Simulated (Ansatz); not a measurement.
Sr₆S₅, relaxed as a singlet with RKS PBE-D4/def2-SVP in Ansatz, starting from packed atoms. Force threshold 0.03 eV/Å.

In the def2 sets Sr takes a core potential; there is no spin–orbit coupling. Another isomer (triplet) lies 5.10 eV lower at PBE0-D4/def2-TZVP; other spin states weren't run for this one.

Start:

```xyz
11

Sr   -5.278    2.084    0.192
Sr   -4.221    2.000    5.087
Sr   -0.177    0.525    3.647
Sr    4.184   -1.903   -3.173
Sr   -0.609   -0.656   -6.549
Sr    4.502   -1.354    2.468
S    -3.046    1.417    2.330
S     5.558   -2.025   -0.550
S    -5.675    2.018   -2.756
S     2.196   -1.581   -5.340
S     2.565   -0.524    4.643
```

| step | energy (eV) | largest force component (eV/Å) | SCF passes |
| --- | --- | --- | --- |
| 1 | -59158.0448 | 1.853 | 62 |
| 2 | -59159.3478 | 1.546 | 43 |
| 3 | -59160.5277 | 1.099 | 44 |
| 4 | -59161.2171 | 0.774 | 39 |
| 5 | -59161.6737 | 0.435 | 40 |
| 6 | -59161.9002 | 0.223 | 32 |
| 7 | -59161.9830 | 0.243 | 41 |
| 8 | -59162.0670 | 0.195 | 38 |
| 9 | -59162.1616 | 0.235 | 36 |
| 10 | -59162.2791 | 0.286 | 34 |
| 11 | -59162.4282 | 0.354 | 28 |
| 13 | -59162.8708 | 0.576 | 30 |
| 15 | -59163.6172 | 0.913 | 30 |
| 17 | -59164.5457 | 1.038 | 22 |
| 19 | -59165.0586 | 0.287 | 21 |
| 21 | -59165.1266 | 0.155 | 21 |
| 23 | -59165.1451 | 0.132 | 21 |
| 25 | -59165.1538 | 0.062 | 21 |
| 27 | -59165.1589 | 0.047 | 22 |
| 29 | -59165.1608 | 0.015 | 20 |
| 31 | -59165.1614 | 0.033 | 21 |
| 32 | -59165.1621 | 0.021 | 21 |

Force components are those of the run's own axes.

End:

```xyz
11

Sr   -3.597    1.231   -0.172
Sr   -4.188    1.714    3.793
Sr   -0.359    0.422    3.731
Sr    3.242   -1.486   -2.956
Sr   -1.409   -0.023   -4.470
Sr    4.038   -1.267    2.063
S    -2.040    1.943    2.064
S     4.475   -1.673   -0.560
S    -3.391    0.692   -2.787
S     1.125   -0.929   -4.536
S     2.103   -0.626    3.830
```

Bonds formed: Sr5–S9 (atoms count from 1). Metal–metal contacts that move far: Sr1–Sr2 5.01 to 4.04 Å.

The force fell under the threshold at step 28, but the optimiser went on. No frequencies were taken in this run, so the end may be a saddle point.

Run time 7.5 min (4 threads of Intel Xeon on a shared host), peak host memory 0.55 GiB.
